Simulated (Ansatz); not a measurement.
`C[SiH2][AlH][F]` + dimethylamine → `C[SiH2]N(C)C` + `[F][AlH2]`  (cleavage of the Si–Al bond)

Computed with Ansatz on PBE0-D4/def2-TZVP structures; ΔE is electronic, products minus reactants. CBS: MP2 limit from def2 TZ/QZ plus the TZ coupled-cluster correction, frozen cores. This one scheme is used for every species. DFT in def2-TZVPP. B3LYP here is the variant with VWN-RPA as its local correlation; programs differ in this. Each species was taken in one conformer, which may not be the lowest.

| level | ΔE (kJ/mol) | difference from CCSD(T)/CBS |
| --- | --- | --- |
| PBE-D4 | -30.1 | 19.2 |
| revPBE-D4 | -36.8 | 12.5 |
| BLYP-D4 | -47.6 | 1.7 |
| B97M-V | -54.1 | -4.8 |
| PBE0-D4 | -35.3 | 14.0 |
| B3LYP-D4 | -49.4 | -0.1 |
| r2SCANh-D4 | -44.2 | 5.1 |
| r2SCAN0-D4 | -45.6 | 3.7 |
| BHLYP-D4 | -54.3 | -5.0 |
| CAM-B3LYP-D4 | -54.1 | -4.8 |
| ωB97X-V | -47.4 | 1.9 |
| ωB97M-V | -54.9 | -5.6 |
| B2PLYP | -48.0 | 1.3 |
| PBE-QIDH | -44.8 | 4.5 |
| PBE | -23.4 | 25.9 |
| revPBE | -17.5 | 31.8 |
| BLYP | -33.4 | 15.9 |
| r2SCAN | -41.3 | 8.0 |
| PBE0 | -29.5 | 19.8 |
| B3LYP | -39.1 | 10.2 |
| r2SCANh | -42.1 | 7.2 |
| r2SCAN0 | -43.3 | 6.0 |
| BHLYP | -47.8 | 1.5 |
| CAM-B3LYP | -48.3 | 1.0 |
| LC-ωPBE | -39.7 | 9.6 |
| RPA@PBE/def2-TZVPP | -49.3 | 0.0 |
| HF/def2-SVP | -45.9 | 3.4 |
| MP2/def2-SVP | -54.5 | -5.2 |
| CCSD/def2-SVP | -44.3 | 5.0 |
| CCSD(T)/def2-SVP | -44.8 | 4.5 |
| HF/def2-TZVPP | -51.2 | -1.9 |
| MP2/def2-TZVPP | -60.5 | -11.2 |
| SCS-MP2/def2-TZVPP | -58.5 | -9.2 |
| CCSD/def2-TZVPP | -48.9 | 0.4 |
| CCSD(T)/def2-TZVPP | -49.1 | 0.2 |
| HF/def2-QZVPP | -52.7 | -3.4 |
| MP2/def2-QZVPP | -61.1 | -11.8 |
| HF/CBS(def2) | -52.9 | -3.6 |
| MP2/CBS(def2) | -60.7 | -11.4 |
| CCSD/CBS(def2) | -49.1 | 0.2 |
| CCSD(T)/CBS | -49.3 | 0 |

Largest T1 diagnostic among the species: 0.012.

Leaving LDA and LC-ωPBE aside and taking each functional with its dispersion term where it has one, the values spread over 24.8 kJ/mol, from ωB97M-V to PBE-D4. LDA lies −15.0 kJ/mol from PBE without D4. From PBE to PBE0 (25 % exact exchange), in def2-TZVPP and without D4, ΔE moves by −6.1 kJ/mol.
